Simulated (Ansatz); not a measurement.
Molecular dynamics of CH₄OZn

The input (input.yaml):

```yaml
crystal:
  periodic: [false, false, false]
  atoms:
    - { symbol: Zn, position_ang: [0.021514, -0.080531, 0.017505] }
    - { symbol: C, position_ang: [-0.00114, 0.002555, 1.996841] }
    - { symbol: H, position_ang: [-0.979437, -0.280534, 2.393241] }
    - { symbol: H, position_ang: [0.741812, -0.671772, 2.430159] }
    - { symbol: H, position_ang: [0.221404, 1.012783, 2.34952] }
    - { symbol: O, position_ang: [0.020088, -0.076231, -1.769814] }
    - { symbol: H, position_ang: [0.230461, -0.823671, -2.303052] }
basis:
  gaussian: { orbitals: def2-SVP }
hamiltonian:
  xc: hf
md:
  timestep: 0.25
  n_steps: 250
  ensemble: nvt_langevin
  temperature: 300.0
  initial_velocities: maxwell_boltzmann
  seed: 541571
  friction: 0.05
```

Launched with:

```bash
$ ansatz run input.yaml --threads 1 --pin off --max-ram 2048MiB --backend cpu --events-out ev --progress --plain --runs-dir out
```

It starts from a relaxed structure.

Output, in part (one step line in 9, the closing report, with atoms numbered from 0):

```
md step     0: t =     0.00 fs  T =   257.1 K  F+E_penalty+E_count = -51498.40473234 eV  E_kin = 0.232668 eV  (35 SCF iters)
md step     9: t =     2.25 fs  T =   303.1 K  F+E_penalty+E_count = -51498.37101476 eV  E_kin = 0.274295 eV  (38 SCF iters)
md step    18: t =     4.50 fs  T =   259.6 K  F+E_penalty+E_count = -51498.33620712 eV  E_kin = 0.234883 eV  (59 SCF iters)
md step    27: t =     6.75 fs  T =   184.7 K  F+E_penalty+E_count = -51498.30186193 eV  E_kin = 0.167077 eV  (38 SCF iters)
md step    36: t =     9.00 fs  T =   222.4 K  F+E_penalty+E_count = -51498.28920491 eV  E_kin = 0.201213 eV  (38 SCF iters)
md step    45: t =    11.25 fs  T =   265.6 K  F+E_penalty+E_count = -51498.31445846 eV  E_kin = 0.240305 eV  (37 SCF iters)
md step    54: t =    13.50 fs  T =   169.5 K  F+E_penalty+E_count = -51498.28828602 eV  E_kin = 0.153378 eV  (37 SCF iters)
md step    63: t =    15.75 fs  T =   329.8 K  F+E_penalty+E_count = -51498.32352781 eV  E_kin = 0.298406 eV  (37 SCF iters)
md step    72: t =    18.00 fs  T =   346.5 K  F+E_penalty+E_count = -51498.32564591 eV  E_kin = 0.313500 eV  (38 SCF iters)
md step    81: t =    20.25 fs  T =   293.5 K  F+E_penalty+E_count = -51498.35240884 eV  E_kin = 0.265520 eV  (58 SCF iters)
md step    90: t =    22.50 fs  T =   311.7 K  F+E_penalty+E_count = -51498.30181865 eV  E_kin = 0.282054 eV  (37 SCF iters)
md step    99: t =    24.75 fs  T =   298.1 K  F+E_penalty+E_count = -51498.35982624 eV  E_kin = 0.269711 eV  (38 SCF iters)
md step   108: t =    27.00 fs  T =   236.7 K  F+E_penalty+E_count = -51498.31891086 eV  E_kin = 0.214134 eV  (38 SCF iters)
md step   117: t =    29.25 fs  T =   314.3 K  F+E_penalty+E_count = -51498.35236809 eV  E_kin = 0.284373 eV  (37 SCF iters)
md step   126: t =    31.50 fs  T =   213.9 K  F+E_penalty+E_count = -51498.27661343 eV  E_kin = 0.193523 eV  (37 SCF iters)
md step   135: t =    33.75 fs  T =   260.0 K  F+E_penalty+E_count = -51498.32350500 eV  E_kin = 0.235245 eV  (37 SCF iters)
md step   144: t =    36.00 fs  T =   295.3 K  F+E_penalty+E_count = -51498.28072746 eV  E_kin = 0.267190 eV  (38 SCF iters)
md step   153: t =    38.25 fs  T =   345.4 K  F+E_penalty+E_count = -51498.27516292 eV  E_kin = 0.312523 eV  (37 SCF iters)
md step   162: t =    40.50 fs  T =   425.6 K  F+E_penalty+E_count = -51498.28549428 eV  E_kin = 0.385084 eV  (37 SCF iters)
md step   171: t =    42.75 fs  T =   282.8 K  F+E_penalty+E_count = -51498.18652727 eV  E_kin = 0.255921 eV  (38 SCF iters)
md step   180: t =    45.00 fs  T =   430.2 K  F+E_penalty+E_count = -51498.26170204 eV  E_kin = 0.389268 eV  (38 SCF iters)
md step   189: t =    47.25 fs  T =   424.5 K  F+E_penalty+E_count = -51498.13301709 eV  E_kin = 0.384074 eV  (38 SCF iters)
md step   198: t =    49.50 fs  T =   495.8 K  F+E_penalty+E_count = -51498.26840903 eV  E_kin = 0.448567 eV  (38 SCF iters)
md step   207: t =    51.75 fs  T =   302.3 K  F+E_penalty+E_count = -51498.16006713 eV  E_kin = 0.273539 eV  (37 SCF iters)
md step   216: t =    54.00 fs  T =   279.5 K  F+E_penalty+E_count = -51498.17776998 eV  E_kin = 0.252874 eV  (37 SCF iters)
md step   225: t =    56.25 fs  T =   357.3 K  F+E_penalty+E_count = -51498.24295573 eV  E_kin = 0.323252 eV  (38 SCF iters)
md step   234: t =    58.50 fs  T =   353.2 K  F+E_penalty+E_count = -51498.19065881 eV  E_kin = 0.319624 eV  (38 SCF iters)
md step   243: t =    60.75 fs  T =   357.1 K  F+E_penalty+E_count = -51498.26532345 eV  E_kin = 0.323127 eV  (37 SCF iters)
md step   250: t =    62.50 fs  T =   307.7 K  F+E_penalty+E_count = -51498.12227553 eV  E_kin = 0.278388 eV  (59 SCF iters)
Total energy: -51498.12227553 eV, -1892.5210869447 hartree
Atom 0 at     0.050421    -0.241300     0.169090 Å, force     0.059656     0.098479    -0.811290 eV/Å
Atom 1 at     0.116426    -0.103483     2.138770 Å, force     0.116185    -1.458298     0.350407 eV/Å
Atom 2 at    -0.906084    -0.283359     2.539406 Å, force     0.778884    -0.649216    -0.044884 eV/Å
Atom 3 at     0.926229    -0.840940     2.527537 Å, force    -1.736986     1.377935    -0.302823 eV/Å
Atom 4 at     0.296937     0.897508     2.478984 Å, force     0.757666     0.669579     0.135108 eV/Å
Atom 5 at     0.079679    -0.383279    -1.659647 Å, force     1.698476    -1.696391     0.222574 eV/Å
Atom 6 at     0.751635    -1.055579    -1.942367 Å, force    -1.673880     1.657912     0.450908 eV/Å
Dipole moment:     0.162006    -0.164854     0.347117 e Å
```

All steps were run. The mean temperature of the second half is 16 % above the set value. A run of 0.062 ps of so small a system gives no equilibrium averages.

The same pairs are bonded in the first frame and the last. Pairs count as bonded within 1.25 times the sum of covalent radii (0.12 Å more for H–H).

Last frame:

```xyz
7
Properties=species:S:1:pos:R:3
Zn 0.050 -0.241 0.169
C 0.116 -0.103 2.139
H -0.906 -0.283 2.539
H 0.926 -0.841 2.527
H 0.297 0.897 2.479
O 0.080 -0.383 -1.660
H 0.752 -1.056 -1.942
```

Time of the run: 4.9 min on 1 thread of Arm Neoverse V1 (shared host), peak memory 0.14 GiB.
